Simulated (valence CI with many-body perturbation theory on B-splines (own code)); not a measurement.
# E1 transitions of F4+

Computed by configuration interaction combined with many-body perturbation theory (CI+MBPT): three valence electrons over a frozen Dirac-Fock core [He], radial functions for each j: 11 s, 11 p, 10 d, 8 f, 5 g, 2 h, with the one-electron correlation potential Σ1 (screened to all orders), the two-electron term Σ2, the three-electron term Σ3, Breit, model QED; selected single and double excitations, second order for the rest, scaled by the run's own slope (own B-spline code, finite nucleus).

Against 37 measured levels this calculation errs by 112 cm⁻¹ on average and by 258 at most. These come from a selection out of Moore, Atomic Energy Levels, vol. I, NSRDS-NBS 35 (1971 reprint of NBS Circular 467, 1949), an old analysis. Levels without a partner in it may be off by more.

Lines 251 to 300 of 596 in falling wavelength, among levels below 106.56 eV, chosen from the strongest by gf and those to the six lowest levels. Wavelengths and rates use the calculated energies, so an error of 100 cm⁻¹ moves a line at 754.4 Å by 0.075 % and its rate by three times that or more. Electric multipoles are in the length gauge, E1 and E2 with the static RPA response of the core. Weak lines are less certain than strong ones. Lines between different terms over intervals too small for the method are left out, as are lines whose strength nearly cancels. Where a level lies close to another of its J and parity, the split of strength between their lines is uncertain. The highest levels of a list are the least certain.

Names give the largest LS component (configuration and term), which can be under half, so a name can repeat, a term be missing and a line seem to break the LS rules; names also repeat where a configuration has a term twice. Letters in brackets count levels of one name in rising energy.

```csv
λ vac (Å),Upper,Lower,A (s⁻¹),S (a.u.)
755.8,2s 2p 4p 4P_5/2,2s 2p 3d 4D°_7/2,5.30e+08,6.78e-01
754.4,2p3 2P°_1/2,2s 2p2 2P_1/2,1.22e+09,5.19e-01
754.4,2s 2p 4f 2D_5/2,2s 2p 3s 2P°_3/2 [b],9.23e+08,1.17e+00
753.0,2s 2p 4f 2D_3/2,2s 2p 3s 2P°_1/2 [b],6.92e+08,5.84e-01
750.4,2s 2p 4f 4G_9/2,2s 2p 3d 2F°_7/2 [a],5.64e+08,1.18e+00
749.1,2s 2p 4f 4G_7/2,2s 2p 3d 2F°_5/2 [a],9.76e+08,1.62e+00
747.1,2s 2p 4f 2G_9/2,2s 2p 3d 2F°_7/2 [a],7.62e+09,1.57e+01
746.8,2s 2p 4f 2G_7/2,2s 2p 3d 2F°_5/2 [a],6.92e+09,1.14e+01
745.6,2s 2p 4p 4D_3/2,2s 2p 3d 4F°_5/2,6.73e+08,5.51e-01
745.5,2s 2p 4p 4D_5/2,2s 2p 3d 4F°_7/2,6.87e+08,8.43e-01
745.1,2s 2p 4p 4D_7/2,2s 2p 3d 4F°_9/2,7.46e+08,1.22e+00
724.3,2s 2p 4s 4P°_1/2,2s 2p 3p 4P_3/2,1.74e+09,6.53e-01
724.2,2s 2p 4s 4P°_3/2,2s 2p 3p 4P_5/2,9.81e+08,7.36e-01
722.0,2s 2p 4s 4P°_3/2,2s 2p 3p 4P_1/2,9.46e+08,7.03e-01
721.9,2s 2p 4s 4P°_5/2,2s 2p 3p 4P_5/2,1.59e+09,1.77e+00
720.9,2s 2p 4s 2P°_1/2,2s 2p 3p 2D_3/2 [a],2.41e+09,8.91e-01
720.8,2s 2p 4s 2P°_3/2,2s 2p 3p 2D_5/2 [a],2.21e+09,1.63e+00
720.6,2s 2p 4s 4P°_5/2,2s 2p 3p 4P_3/2,7.00e+08,7.75e-01
720.4,2s 2p 4f 4F_7/2,2s 2p 3d 4D°_7/2,3.42e+08,5.05e-01
720.4,2s 2p 4f 4F_3/2 [a],2s 2p 3d 4D°_3/2,7.11e+08,5.25e-01
720.4,2s 2p 4f 4F_5/2,2s 2p 3d 4D°_5/2,6.05e+08,6.70e-01
720.1,2s 2p 4f 4F_3/2 [a],2s 2p 3d 4D°_1/2,1.87e+09,1.38e+00
719.9,2s 2p 4f 4F_5/2,2s 2p 3d 4D°_3/2,2.03e+09,2.24e+00
719.7,2s 2p 4f 4F_7/2,2s 2p 3d 4D°_5/2,2.34e+09,3.44e+00
719.5,2s 2p 4f 4F_9/2,2s 2p 3d 4D°_7/2,2.72e+09,5.00e+00
714.6,2s 2p 4f 2F_5/2,2s 2p 3d 2D°_3/2 [a],3.97e+09,4.29e+00
714.1,2s 2p 4f 2F_7/2,2s 2p 3d 2D°_5/2 [a],4.28e+09,6.15e+00
713.3,2s 2p 4f 4D_3/2,2s 2p 3d 4P°_1/2,1.36e+09,9.73e-01
713.0,2s 2p 4f 4D_1/2,2s 2p 3d 4P°_1/2,2.78e+09,9.96e-01
713.0,2s 2p 4f 4D_5/2,2s 2p 3d 4P°_3/2,2.30e+09,2.47e+00
712.6,2s 2p 4f 4D_3/2,2s 2p 3d 4P°_3/2,1.82e+09,1.30e+00
712.5,2s 2p 4f 4D_7/2,2s 2p 3d 4P°_5/2,3.36e+09,4.80e+00
712.0,2s 2p 4f 4D_5/2,2s 2p 3d 4P°_5/2,1.06e+09,1.13e+00
693.9,2s2 4f 2F°_5/2,2s2 3d 2D_5/2,4.63e+08,4.58e-01
693.9,2s2 4f 2F°_7/2,2s2 3d 2D_5/2,6.95e+09,9.16e+00
693.8,2s2 4f 2F°_5/2,2s2 3d 2D_3/2,6.48e+09,6.41e+00
688.5,2s 2p 4f 4D_7/2,2s 2p 3d 4D°_7/2,7.16e+08,9.23e-01
688.2,2p2 3p 4D°_5/2,2s 2p 3p 4P_3/2,5.82e+08,5.61e-01
687.7,2p2 3p 4D°_7/2,2s 2p 3p 4P_5/2,8.50e+08,1.09e+00
685.5,2p2 3d 2F_7/2,2s 2p 3d 2F°_7/2 [a],1.52e+09,1.93e+00
685.3,2p2 3d 2F_5/2,2s 2p 3d 2F°_5/2 [a],1.56e+09,1.48e+00
684.6,2s 2p 4f 2D_5/2,2s 2p 3d 2D°_5/2 [a],1.11e+09,1.06e+00
682.9,2s 2p 4f 2D_3/2,2s 2p 3d 2D°_3/2 [a],1.02e+09,6.42e-01
679.4,2p2 3p 2P°_3/2,2s 2p 3p 2S_1/2 [a],9.93e+08,6.15e-01
678.8,2s2 4s 2S_1/2,2s2 3p 2P°_3/2,3.25e+09,1.00e+00
678.0,2s2 4s 2S_1/2,2s2 3p 2P°_1/2,1.62e+09,4.99e-01
672.6,2p2 3p 2D°_3/2 [a],2s 2p 3p 2D_3/2 [a],1.50e+09,9.02e-01
672.5,2p2 3p 2D°_5/2 [a],2s 2p 3p 2D_5/2 [a],1.52e+09,1.37e+00
660.4,2s 2p 4s 4P°_3/2,2s 2p 3p 4D_5/2,1.81e+09,1.03e+00
660.2,2s 2p 4s 4P°_5/2,2s 2p 3p 4D_7/2,2.25e+09,1.92e+00
```
